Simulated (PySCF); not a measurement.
# Structure from 2D NMR

Compound of formula C4H4F4OSi. Correlations simulated from computed shifts and the bond graph:

HSQC (one-bond C–H):
```tsv
δH	δC
10.44	202.2
7.24	153.3
```

HMBC (two and three bonds, from the bond graph):
```tsv
δH	δC
10.44	157.4, 153.3
7.24	202.2, 157.4, 130.7
5.42	202.2, 157.4, 153.3
```

Carbons without hydrogens: δ 157.4, 130.7.

PySCF 2.14.0 with density-fitted response routines calculation with GFN2-xTB structure and σ from GIAO-PBE0/pcSseg-1; rapidly exchanging positions averaged, no relativistic terms, in vacuum, single conformer.

References, each an isolated molecule treated in the same way: TMS for 1H (σref 31.72) and 13C (σref 186.93).

Exchangeable hydrogens are left out of these lists.

Q: Which molecule is this?

A: SMILES O=C/C(=C\C(F)(F)F)[SiH2]F.

Atoms are numbered as in `[O:1]=[CH:2]/[C:3](=[CH:4]\[C:5]([F:6])([F:7])[F:8])[SiH2:9][F:10]`. Hydrogens are named by the atom that carries them.

δC 202.2 is C2, an aldehyde carbonyl carbon (δH 10.44). δC 157.4 is C3, an α carbon of a C=C–C=O unit. δC 153.3 is C4, a β carbon of a C=C–C=O unit (δH 7.24). δC 130.7 is C5, a CF3 carbon. HMBC from δH 10.44 reaches the proton-free carbon C3. HMBC from δH 7.24 reaches the proton-free carbons C3, C5. HMBC from δH 5.42 reaches the proton-free carbon C3.

This is the structure that produced the data.

Shifts are as computed. Against solution values, carbons near 30 ppm lie about +3 ppm off and those near 130 ppm about +5 ppm. Of 1211 compounds with measured shifts, 218 miss one by over three times the rms of a fit or turn the order of signals round; such compounds aren't used in these exercises.
